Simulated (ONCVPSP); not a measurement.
## Building the ONCV potential for nickel (Ni) (Wu-Cohen, scalar-relativistic).

- Element: nickel (Ni)
- Generator: ONCVPSP 4.0.1
- Type: optimised norm-conserving Vanderbilt (ONCV)
- Functional: Wu-Cohen
- Relativity: scalar-relativistic
- Frozen core: [Ne]
- Valence charge: 18
- Reference configuration: 3s2 3p6 3d8 (charge +2)
- Partial waves: 3s: rc 0.85 bohr, ncon 3, nbas 7, qcut 9.5 1/bohr, 1 projector; 3p: rc 1.05 bohr, ncon 3, nbas 7, qcut 13.8 1/bohr, 2 projectors, debl 0.9 Ha; 3d: rc 1.30 bohr, ncon 4, nbas 9, qcut 11.3 1/bohr, 2 projectors, debl 1.6 Ha
- Local potential: polynomial inside 0.70 bohr (lpopt 5, dvloc0 3 Ha)
- Core correction: Teter function, fcfact 4.5, rcfact 1.35

In the p channel the program set the typed energies aside and used -3.344, 0.250 Ha.

All-electron outer shells of the reference configuration (Wu-Cohen, scalar-relativistic, ld1.x):

```csv
shell,level (eV),outermost node (bohr),outermost maximum (bohr)
3s,-130.50,0.30,0.64
3p,-91.00,0.27,0.65
3d,-28.37,–,0.63
```

(1) Estimate the cutoffs (Ha) at which the residual kinetic energy of the hardest occupied pseudo-wave falls to 1 and 0.1 mHa per electron.

(2) What does a ghost test show?

(3) Which valence shell sets the plane-wave cutoff?

(4) Tests: 3s2 3p6 3d8 4s2; 3s2 3p6 3d8 4s1; 3s2 3p6 3d7; 3s2 3p6 3d6. Which has the largest error in its energy relative to the reference configuration, and how large is it?

## Answers

(1) 74 Ha and 243 Ha.

(2) No bound ghost flagged; no localised positive-energy state flagged.

(3) 3s: 74 Ha for 1 mHa per electron, against 54 Ha for 3d.

(4) 3s2 3p6 3d8 4s2, with +479 meV (all-electron minus pseudo) on -26.61 eV.
